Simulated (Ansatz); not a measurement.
A made-up structure of ZnSiH$_{3}$Cl, singlet:

```xyz
6
angstrom
Si -0.6936 0.3594 -0.3920
Zn 1.1715 -0.6074 0.6617
Cl 2.8513 -1.4774 1.6109
H -0.4994 0.4012 -1.8666
H 1.7278 0.7150 1.1936
H -0.9059 1.7506 0.0910
```

It is relaxed with PBE-D4/def2-SVP and then PBE0-D4/def2-TZVP (Ansatz 0.2.0). Atoms count as bonded within 1.22 times the sum of their covalent radii (H–H: 0.88 Å). The end point is not checked to be a true minimum.

Task: Does its bonding change? (A judgement: the text doesn't fix the answer.)

Result: Computed: Yes. Formed: Si1–H5; broken: Zn2–H5.

Where it ends: The first stage lowers the energy by 3.05 eV in 16 steps. It ends as ZnSiH₃Cl ([SiH3][Zn][Cl]):
Si1  (0.141, 0.804, -0.193)
Zn2  (1.398, -0.848, 0.908)
Cl3  (2.533, -2.334, 1.900)
H4  (-0.228, 0.357, -1.563)
H5  (0.920, 2.066, -0.308)
H6  (-1.112, 1.096, 0.555)
(Å)

Labels in which every atom is bracketed show which atoms are joined, not bond orders.

For scale, one of the runs: PBE0-D4/def2-TZVP relaxation, 140 basis functions, launched by `ansatz run in.yaml --threads 2 --pin off --events-out ev --progress --plain --max-ram 4352MiB`. Hardware: 2 CPU threads of an Arm Neoverse V2, shared host. Wall time about 14 s.
